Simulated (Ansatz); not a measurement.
Species: CsAu, net charge 0, singlet state. 
Coordinates optimised at B3LYP-D3(BJ)/def2-TZVP (Ansatz, a quantum-chemistry and plane-wave program):
```
Cs
Au 1 3.1947
```
Charge 0, spin multiplicity 1.

Give the harmonic wavenumbers at B3LYP-D3(BJ)/def2-TZVP (Ansatz, finite differences of forces, unscaled).

92 cm⁻¹. Zero-point energy 0.1 kcal/mol.

From these and the geometry, give the ideal-gas thermochemistry at 298.15 K and 1 atm (rigid rotor, harmonic oscillator).

Point group C∞v, rotational symmetry number 1. Rotational constants 0.624, 0.624 GHz. S(trans) 43.28, S(rot) 20.28, S(vib) 3.61, S(elec, spin only) 0.00, S 67.2 cal/(mol K). H(298) - H(0) 2.54 kcal/mol; G - E(el) -17.4 kcal/mol.
